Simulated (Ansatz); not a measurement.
## Nudged elastic band run: AlH5O2Si

Input file:

```yaml
crystal:
  periodic: [false, false, false]
  atoms:
    - { symbol: O, position_ang: [-1.056082, 2.18547, -0.439178] }
    - { symbol: Al, position_ang: [-0.263678, 1.227912, 0.747406] }
    - { symbol: Si, position_ang: [0.363804, -1.115961, 0.278579] }
    - { symbol: O, position_ang: [0.298727, -1.544827, -1.347846] }
    - { symbol: H, position_ang: [-1.305015, 1.804327, -1.290356] }
    - { symbol: H, position_ang: [0.000106, 1.980661, 2.125457] }
    - { symbol: H, position_ang: [1.703671, -1.441696, 0.87598] }
    - { symbol: H, position_ang: [-0.603061, -2.042978, 0.938395] }
    - { symbol: H, position_ang: [0.950027, -1.099209, -1.905737] }
basis:
  gaussian: { orbitals: "6-31G*" }
hamiltonian:
  xc: r2scan
  dispersion: d4
neb:
  order_check: false
  images: 7
  f_tol: 0.05
  max_iterations: 28
  initial_path: idpp
  final_atoms:
    - { symbol: O, position_ang: [-0.85134162, 2.10764393, -0.50428974] }
    - { symbol: Al, position_ang: [-0.35814178, 1.25282075, 0.90109813] }
    - { symbol: Si, position_ang: [0.42366783, -0.99132434, 0.30768668] }
    - { symbol: O, position_ang: [0.17463947, -0.8977448, -1.3607381] }
    - { symbol: H, position_ang: [-0.75973759, 1.60376286, -1.32725277] }
    - { symbol: H, position_ang: [-0.47600296, 2.00305608, 2.29639742] }
    - { symbol: H, position_ang: [1.85893633, -1.29717201, 0.6269089] }
    - { symbol: H, position_ang: [-0.33713526, -2.13852171, 0.90804277] }
    - { symbol: H, position_ang: [0.41361459, -1.68882176, -1.86515329] }
```

Launched with:

```bash
$ ansatz run input.yaml --threads 1 --pin off --max-ram 2048MiB --backend cpu --events-out ev --progress --plain --runs-dir out
```

Output, in part (warnings, iteration lines, the closing report on the highest movable image, with atoms numbered from 0):

```
NEB end point (image 0): max|allowed force component| = 1.167e-2 eV/Å (the criterion of neb.relax_end_points is 1.000e-2)
NEB end point (image 8): max|allowed force component| = 1.263e-3 eV/Å (the criterion of neb.relax_end_points is 1.000e-2)
NEB iter   1: max|band force component| = 9.693e-1 eV/Å  barrier→ = 0.0717 eV  barrier← = 0.1487 eV  Δτ_max = 0.1164 Å  (234 SCF iters)
NEB iter   2: max|band force component| = 4.266e-1 eV/Å  barrier→ = 0.0523 eV  barrier← = 0.1294 eV  CI = image 3  Δτ_max = 0.0756 Å  (188 SCF iters)
NEB iter   3: max|band force component| = 3.986e-1 eV/Å  barrier→ = 0.0302 eV  barrier← = 0.1073 eV  CI = image 3  Δτ_max = 0.1881 Å  (189 SCF iters)
NEB iter   4: max|band force component| = 7.307e-1 eV/Å  barrier→ = 0.0183 eV  barrier← = 0.0953 eV  CI = image 3  Δτ_max = 0.0987 Å  (202 SCF iters)
NEB iter   5: max|band force component| = 2.486e-1 eV/Å  barrier→ = 0.0117 eV  barrier← = 0.0887 eV  CI = image 3  Δτ_max = 0.1105 Å  (194 SCF iters)
NEB iter   6: max|band force component| = 2.949e-1 eV/Å  barrier→ = 0.0079 eV  barrier← = 0.0850 eV  CI = image 3  Δτ_max = 0.0561 Å  (192 SCF iters)
NEB iter   7: max|band force component| = 1.205e-1 eV/Å  barrier→ = 0.0077 eV  barrier← = 0.0847 eV  CI = image 3  Δτ_max = 0.0299 Å  (190 SCF iters)
NEB iter   8: max|band force component| = 1.258e-1 eV/Å  barrier→ = 0.0078 eV  barrier← = 0.0848 eV  CI = image 3  Δτ_max = 0.0125 Å  (184 SCF iters)
NEB iter   9: max|band force component| = 1.003e-1 eV/Å  barrier→ = 0.0078 eV  barrier← = 0.0848 eV  CI = image 3  Δτ_max = 0.0140 Å  (187 SCF iters)
NEB iter  10: max|band force component| = 5.556e-2 eV/Å  barrier→ = 0.0078 eV  barrier← = 0.0848 eV  CI = image 3  Δτ_max = 0.0116 Å  (184 SCF iters)
NEB iter  11: max|band force component| = 2.086e-2 eV/Å  barrier→ = 0.0077 eV  barrier← = 0.0848 eV  CI = image 3  Δτ_max = 0.0000 Å  (368 SCF iters)
Total energy: -18647.18641048 eV, -685.2714610682 hartree
Atom 0 at    -0.977979     2.225720    -0.397971 Å, force    -0.001379    -0.003471    -0.007613 eV/Å
Atom 1 at    -0.292104     1.230841     0.823940 Å, force     0.002983    -0.001398     0.004584 eV/Å
Atom 2 at     0.322778    -1.087018     0.253267 Å, force    -0.003751    -0.002748    -0.000767 eV/Å
Atom 3 at     0.139431    -1.370141    -1.398057 Å, force     0.006177     0.004104    -0.004306 eV/Å
Atom 4 at    -1.134590     1.843650    -1.271515 Å, force    -0.001755     0.005803     0.001102 eV/Å
Atom 5 at    -0.111301     1.940946     2.237242 Å, force    -0.000388    -0.000363     0.002046 eV/Å
Atom 6 at     1.725830    -1.417614     0.679659 Å, force     0.002906     0.000688     0.000693 eV/Å
Atom 7 at    -0.544005    -2.079119     0.961827 Å, force     0.000718     0.001101     0.000743 eV/Å
Atom 8 at     0.960437    -1.333566    -1.905690 Å, force    -0.005510    -0.003715     0.003519 eV/Å
Dipole moment:     0.294492    -0.161430    -0.233966 e Å
```

The run converged. The top lies less than 8 meV above the higher end, about what the thresholds resolve: that end is a shoulder or a very shallow well. A vibrational analysis at the climbing image gives one clearly imaginary mode, 214i cm⁻¹: a first-order saddle point.

Final band (atoms are numbered from 1 in the order of the input):

```
image  path coordinate (Å)  energy (kJ/mol)  dihedral H7–Si3–O4–H9 (°)
    0                 0.00              0.0                        -60
    1                 0.18              0.0                        -57
    2                 0.36              0.4                        -42
    3                 0.54              0.7                        -24
    4                 0.82             -1.1                          5
    5                 1.09             -4.9                         32
    6                 1.37             -6.9                         53
    7                 1.65             -7.3                         57
    8                 1.92             -7.4                         58
```

The run took 5.1 min on 1 thread of Intel(R) Xeon(R) Platinum 8488C (Sapphire Rapids), on a shared host, peak memory 0.15 GiB.
